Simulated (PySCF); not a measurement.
Species: C₅H₉BO₂.
Z-matrix (Å and degrees, PBE0-D3(BJ)/def2-SVP geometry), rows numbered from 1:
```
C 
C   1  1.3327
C   2  1.5013  1  124.86
C   3  1.4990  2  112.54  1  -119.94
C   4  1.3412  3  125.85  2   122.56
B   5  1.5613  4  122.56  3  -178.91
O   6  1.3693  5  122.77  4   170.45
O   6  1.3615  5  119.46  4    -8.91
H   1  1.0951  2  121.21  3    -0.35
H   1  1.0931  2  121.62  3   179.84
H   2  1.0977  1  119.10  3  -179.30
H   3  1.1076  2  108.41  1   120.56
H   3  1.1016  2  110.23  1     3.75
H   4  1.0987  3  116.07  2   -57.09
H   5  1.1000  4  117.25  3    -0.27
H   7  0.9608  6  112.78  5    -0.38
H   8  0.9632  6  111.14  5   178.01
```

All values: PBE0/pcSseg-1 (PySCF, non-relativistic), on one gas-phase PBE0-D3(BJ)/def2-SVP geometry that isn't relaxed in the solvent. The solvent is an IEF-PCM continuum (van der Waals radii × 1.2). Only the electrostatic response of the medium enters.

```json
{"run": "gas", "E − E(gas) (kcal/mol)": "0.00", "HOMO (eV)": "-7.46", "HOMO–LUMO gap (eV)": "6.88", "dipole (D)": "1.16"}
{"run": "P", "E − E(gas) (kcal/mol)": "-5.77", "HOMO (eV)": "-7.46", "HOMO–LUMO gap (eV)": "6.89", "dipole (D)": "1.41"}
{"run": "Q", "E − E(gas) (kcal/mol)": "-3.58", "HOMO (eV)": "-7.45", "HOMO–LUMO gap (eV)": "6.88", "dipole (D)": "1.30"}
```

Q: The runs were made in benzene and chloroform. Which run belongs to which solvent?

A: P = chloroform, Q = benzene. The dielectric constants are 2.271 (benzene), 4.711 (chloroform), and the energy falls further as ε rises. In this model the ground state sees the solvent through ε alone.

Q: How constant is the ratio of the lowering to (ε − 1)/(2ε + 1)?

A: 
```tsv
solvent	(ε − 1)/(2ε + 1)	E − E(gas) (kcal/mol)	ratio (kcal/mol)	polarisation term (kcal/mol)
benzene	0.229	-3.58	-15.6	-3.71
chloroform	0.356	-5.77	-16.2	-6.12
```

The ratio changes by +3.7 % in size from benzene to chloroform. The polarisation term is half the interaction of the solute with the induced surface charges.
